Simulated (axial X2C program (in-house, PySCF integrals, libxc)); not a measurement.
Nuclear properties of BBr⁺

Computed with an axial X2C code built on PySCF integrals: two-component X2C with atomic mean-field Coulomb and Gaunt terms, Gaussian nuclei, basis Br dyall-cv3z, B dyall-v3z with contracted cores.

R = 1.749 Å (near the PBE0 minimum at charge 1 of the determinant lowest at the starting distance; the state shown can have its own minimum elsewhere).

Input and command:
```json
{"zs": [35, 5], "q": 1, "bas": ["dyall-cv3z", "dyall-v3z"], "r0": 1.99, "levels": ["PBE0", "HF", "PBE", "TPSSh", "LDA"], "nst": 3}
```
```bash
python soeom.py task.json out
```

Keys: zs atomic numbers; q charge; bas basis sets; r0 starting distance in Å; levels methods; nst determinants followed.

Determinant lowest in the PBE0 search, Ω = 1/2 (⟨Sz⟩ = 0.50, ⟨Lz⟩ = 0.00 at PBE0), spin on the atoms Br 0.00, B 0.50:

| level | Eeff magnitude (GV/cm) | Ws magnitude Br (kHz) | A∥/gI Br (MHz) | qzz Br (a.u.) | A∥/gI B (MHz) | qzz B (a.u.) |
| --- | --- | --- | --- | --- | --- | --- |
| PBE0 | 0.734 | 0.628 | 237 | 3.59 | 739 | -0.37 |
| HF | 0.647 | 0.54 | 163 | 4.03 | 750 | -0.47 |
| PBE | 0.716 | 0.615 | 263 | 3.36 | 736 | -0.34 |
| TPSSh | 0.701 | 0.6 | 246 | 3.68 | 734 | -0.36 |
| LDA | 0.688 | 0.585 | 280 | 3.31 | 742 | -0.34 |

Eeff is the effective electric field on the electron electric dipole moment in this Ω state and Ws the scalar–pseudoscalar constant of the nucleus named (defined with the proton number Z and per Ω); A∥ (defined per Ω) follows by multiplying with gI = μI/(I μN); qzz is the electric field gradient, eQq0 = 234.96 MHz × Q/barn × qzz. The operators were transformed with the bare-nucleus X2C matrices; with these basis sets, hyperfine constants and field gradients can be off by tens of per cent, and where levels differ in sign neither size nor sign is settled.

**Question.** With gI(79Br) = 1.4043, Q(79Br) = 0.3087 barn, gI(11B) = 1.7924, Q(11B) = 0.04059 barn (g factors from the IAEA table of nuclear moments by Stone; Q from Pyykkö, Mol. Phys. 2018), turn the PBE0 values of the first state into constants in MHz.

**Answer.** A∥(79Br) = 237 × 1.4043 = 333 MHz; eQq0(79Br) = 234.96 × (0.3087) × (3.59) = 260 MHz; A∥(11B) = 739 × 1.7924 = 1320 MHz; eQq0(11B) = 234.96 × (0.04059) × (-0.37) = -3.53 MHz.

Each state is one determinant with collinear spin. Unrestricted Hartree–Fock can overshoot spin polarisation at the nuclei. The search compared states at one distance, so a state with another bond length can lie lower.
